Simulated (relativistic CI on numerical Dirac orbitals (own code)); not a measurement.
**Radial parameters of Pt6+**

These numbers are calculated, not measured: Dirac-Coulomb-Breit CI, separate exchange-only KLI orbitals for each configuration, QED by a radiative potential, unscaled Slater integrals (own radial code, finite nucleus).

Slater integrals F^k, G^k are unscaled and averaged over j, outside the closed core [Kr] 4d10 4f14; ζ comes from projecting the Hamiltonian with its Breit term on Σ l·s of the shell.

- 5s2.5p6.5d4: F^2(5d,5d) = 78707, F^4(5d,5d) = 53120, ζ(5d) = 5963.7 cm⁻¹; <r>(5d) = 1.343, <r^2>(5d) = 2.044 (bohr units).
- 5s2.5p6.5d3.6s: F^2(5d,5d) = 79303, F^4(5d,5d) = 53542, ζ(5d) = 6224.1, G^2(5d,6s) = 24730 cm⁻¹; <r>(5d) = 1.332, <r^2>(5d) = 2.011, <r>(6s) = 2.019, <r^2>(6s) = 4.525 (bohr units).
- 5s2.5p6.5d3.5f: F^2(5d,5d) = 79549, F^4(5d,5d) = 53730, ζ(5d) = 6278.6, F^2(5d,5f) = 45843, F^4(5d,5f) = 27768, G^1(5d,5f) = 47922, G^3(5d,5f) = 29463, G^5(5d,5f) = 20917, ζ(5f) = 86.673 cm⁻¹; <r>(5d) = 1.328, <r^2>(5d) = 2, <r>(5f) = 2.225, <r^2>(5f) = 5.65 (bohr units).

Question: Give the Racah parameters of the d shell in 5s2.5p6.5d4.

Answer: B = F²/49 − 5F⁴/441 = 1004 cm⁻¹ and C = 35F⁴/441 = 4216 cm⁻¹.

In this model ζ of a weakly bound d, f or g electron outside closed shells comes out too small, for d by up to a factor of two or three and at times with the wrong sign; that of an outer p electron is too small as well.

Averages of the first 10 configurations, taken without configuration mixing, which lowers the lowest level and can move excited configurations by several eV; other configurations of the list can lie among them:

```csv
Configuration,Parity,States,Average energy above the lowest level (eV)
5s2.5p6.5d4,even,210,6.4
5s2.5p6.5d3.6s,even,240,23.9
5s2.5p6.5d3.5f,odd,1680,51.9
5s2.5p6.5d3.6p,odd,720,36.7
5s2.5p5.5d5,odd,1512,66.4
5s2.5p6.5d3.5g,even,2160,69.6
5s2.5p6.5d3.6d,even,1200,52.9
5s2.5p6.5d3.7s,even,240,56.5
5s2.5p6.5d2.6s.6p,odd,540,55.7
5s2.5p6.5d3.7p,odd,720,61.9
```
